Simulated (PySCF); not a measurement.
C₆ coefficients of unlike pairs at UHF

Calculated with PySCF 2.14 from the dipole response of each species, C₆(A,B) = (3/π) ∫ α_A(iu) α_B(iu) du, in atomic units, from isotropic polarisabilities. For ions this is the dispersion term alone; charge-induced terms of lower order in 1/R come first.

| species | configuration | basis | relativity | α (bohr³) | C₆ (like pair) |
| --- | --- | --- | --- | --- | --- |
| C³⁺ | [He] 2s1 (2S) | aug-cc-pVQZ-DK (6s5p4d3f2g) | spin-free X2C | 3.477 | 2.884 |
| Ge | [Ar] 3d10 4s2 4p2 (3P) | aug-cc-pwCVTZ-PP with ECP10MDF (8s7p6d4f1g) | core potential | 41.27 | 364.2 |
| Rh³⁺ | [Kr] 4d6 (5D) | aug-cc-pwCVTZ-PP with ECP28MDF (8s8p7d4f3g) | core potential | 4.414 | 19.85 |
| Zr | [Kr] 4d2 5s2 (3F) | def2-QZVPPD with the def2 core potential (28 electrons) (7s5p4d3f2g) | core potential | 182.1 | 2422 |

(1) Estimate C₆ for Rh³⁺ with Ge.

No spin-orbit coupling is included.

The other pairs:

| pair | C₆ |
| --- | --- |
| Zr, Ge | 876.3 |
| Rh³⁺, C³⁺ | 6.115 |
| Zr, Rh³⁺ | 135.9 |
| Zr, C³⁺ | 76.81 |
| Ge, C³⁺ | 32.38 |

Answers

(1) The integral gives 67.20. The combination rule 2 C_A C_B / (C_A α_B/α_A + C_B α_A/α_B) gives 64.38 and the geometric mean 85.01.
